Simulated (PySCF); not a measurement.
Spectra and structures to be paired. Level of theory: TDDFT B3LYP/def2-SVPD, vertical, gas phase, core orbitals frozen in the response in PySCF. Geometries: GFN2-xTB; one conformer of each isolated species. Triplets are in the Tamm–Dancoff approximation. Ions are computed without counter-ions or solvent.

A. `C=CC1=CCPC1`
B. `C=C[P+]1(C)CCC1`
C. `C[C@@H]1SCS[C@@H]1C`
D. `O=C(Cl)/C(Cl)=C/F`
E. `[C-]#[N+]C#CC`

Lowest singlet levels (six at most, fewer where fewer were computed) with oscillator strengths:

1. 4.29 eV (f 0.000); 4.94 eV (f 0.133); 5.28 eV (f 0.000); 5.90 eV (f 0.055); 6.06 eV (f 0.000); 6.15 eV (f 0.000); T1 3.20 eV
2. 4.62 eV (f 0.001); 4.84 eV (f 0.002); 5.64 eV (f 0.035); 5.84 eV (f 0.010); 6.00 eV (f 0.002); 6.09 eV (f 0.003); T1 4.28 eV
3. 4.87 eV (f 0.038); 5.42 eV (f 0.345); 5.77 eV (f 0.028); 6.01 eV (f 0.119); 6.27 eV (f 0.019); 6.47 eV (f 0.079); T1 3.18 eV
4. 6.71 eV (f 0.004); 6.79 eV (f 0.428); 7.15 eV (f 0.001); 7.41 eV (f 0.031); 7.68 eV (f 0.001); 7.73 eV (f 0.008); T1 4.31 eV
5. 5.18 eV (f 0.000); 5.31 eV (f 0.001 summed over 2 states); 6.95 eV (f 0.052 summed over 2 states); 6.98 eV (f 0.039 summed over 2 states); 7.83 eV (f 1.541); T1 4.31 eV

Question: Match each spectrum to its molecule.

Answer: 1 = D, 2 = C, 3 = A, 4 = B, 5 = E.
- A: S1 at 4.87 eV, HOMO-1→LUMO (60%), HOMO→LUMO (39%); Löwdin shares by element: HOMO carbon 71% or more (atoms not listed hold the other 29%); LUMO carbon 76% or more (atoms not listed hold the other 24%); HOMO -6.35 and LUMO -1.04 eV.
- B: S1 at 6.71 eV, HOMO-1→LUMO (95%); Löwdin shares by element: HOMO carbon 76% or more, phosphorus 7% (atoms not listed hold the other 18%); LUMO carbon 65% or more, phosphorus 14% (atoms not listed hold the other 21%); HOMO -12.61 and LUMO -5.72 eV; point group Cs.
- C: S1 at 4.62 eV, HOMO→LUMO (96%); Löwdin shares by element: HOMO sulfur 68%, carbon 16% or more (atoms not listed hold the other 15%); LUMO sulfur 62%, carbon 16% or more (atoms not listed hold the other 21%); HOMO -6.21 and LUMO -0.45 eV.
- D: S1 at 4.29 eV, HOMO-1→LUMO (94%); Löwdin shares by element: HOMO carbon 46% or more, chlorine 33% or more, fluorine 10%; LUMO carbon 60%, oxygen 18% (atoms not listed hold the other 21%); HOMO -8.09 and LUMO -2.89 eV; point group Cs, 4 of its 6 listed states under f = 0.0005.
- E: S1 at 5.18 eV, HOMO-1/HOMO→LUMO/LUMO+1 (≥87%); Löwdin shares by element: HOMO (one of a set within 0.03 eV) carbon 73% or more, nitrogen 15%; LUMO (one of a set within 0.03 eV) carbon 68% or more, nitrogen 22%; HOMO -7.85 and LUMO -1.13 eV; point group C3v, 3 of its 8 listed states under f = 0.0005.

A slash joins orbitals within 0.01 eV of each other, whose weights are summed (≥ marks a lower bound).
